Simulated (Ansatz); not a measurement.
Consider the isomerisation: `BOCCC` → `[BH3-][O+]=C(C)C`.

Calculated with Ansatz (gas phase, PBE0-D4/def2-TZVP geometries, no zero-point term in ΔE). CCSD(T)/CBS adds triple-zeta CCSD(T) − MP2 to the extrapolated MP2 energy (def2 sets, frozen cores). DFT in def2-TZVPP. One conformer a species, not always the lowest.

```
          level  ΔE (kcal/mol)
        ωB97X-V           29.2
         B2PLYP           29.2
CCSD/def2-TZVPP           31.2
  HF/def2-QZVPP           34.9
```

Task: What does CCSD(T)/CBS give? (An estimate is asked.)

Result: Ansatz gave: +30.6 kcal/mol. The listed levels differ from it by -1.4, -1.4, 0.6, 4.3 kcal/mol.

Largest T1 diagnostic among the species: 0.015.

In def2-TZVPP, CCSD(T) changes the Hartree–Fock value by −5.1 kcal/mol (the triples alone add −1.6 kcal/mol) and MP2 by −4.1 kcal/mol. The D4 term adds −0.8 kcal/mol with B3LYP and −0.4 kcal/mol with PBE0; it sums over pairs of atoms, weighted by their polarisabilities, and B3LYP, whose exchange is more repulsive, gets the larger term. From PBE to PBE0 (25 % exact exchange), in def2-TZVPP and without D4, ΔE moves by +3.5 kcal/mol.

B3LYP here is the variant with VWN-RPA as its local correlation; programs differ in this.
